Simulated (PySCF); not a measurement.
SMILES CC(C[SiH2][SiH3])C (C4H14Si2), GFN2-xTB optimised geometry.

```
20

C      1.39     1.53     0.00
C     -0.14     1.53     0.00
C     -0.66     2.96     0.00
C     -0.69     0.76    -1.20
Si    -0.27    -1.10    -1.23
Si    -0.57    -2.05     0.85
H      1.77     1.96    -0.92
H      1.77     2.11     0.83
H      1.78     0.51     0.09
H     -0.48     1.04     0.92
H     -1.75     2.98     0.03
H     -0.33     3.48    -0.90
H     -0.29     3.51     0.86
H     -0.34     1.24    -2.12
H     -1.78     0.86    -1.20
H     -1.12    -1.70    -2.27
H      1.11    -1.27    -1.74
H     -1.76    -1.54     1.55
H     -0.74    -3.51     0.78
H      0.56    -1.82     1.76
```

Density from PBE0/def2-SVP (PySCF 2.14.0) at that geometry.

Minimum of the electron density along straight lines between bonded atoms, close to the bond critical point (lines longer than 1.1 times the sum of covalent radii, or with two minima, are not listed):

```
bond     length / Å  ρ at the minimum / e bohr⁻³  ∇²ρ there / e bohr⁻⁵  position (fraction from the first atom)
-------  ----------  ---------------------------  --------------------  ---------------------------------------
C1–C2         1.525                        0.245                 -0.56                                     0.50
C2–C3         1.529                        0.243                 -0.55                                     0.50
C2–C4         1.529                        0.241                 -0.54                                     0.50
C4–Si5        1.908                        0.110                  0.29                                     0.62
C1–H7         1.088                        0.275                 -1.00                                     0.62
C1–H8         1.088                        0.276                 -1.00                                     0.62
C1–H9         1.088                        0.276                 -1.00                                     0.62
C2–H10        1.098                        0.274                 -0.97                                     0.62
C3–H11        1.088                        0.276                 -1.00                                     0.62
C3–H12        1.089                        0.275                 -1.00                                     0.62
C3–H13        1.088                        0.276                 -1.00                                     0.62
C4–H14        1.092                        0.271                 -0.95                                     0.62
C4–H15        1.093                        0.271                 -0.95                                     0.62
Si5–H16       1.472                        0.114                  0.31                                     0.49
Si5–H17       1.472                        0.114                  0.31                                     0.49
Si6–H18       1.467                        0.115                  0.32                                     0.49
Si6–H19       1.465                        0.116                  0.32                                     0.49
Si6–H20       1.467                        0.115                  0.32                                     0.49
```
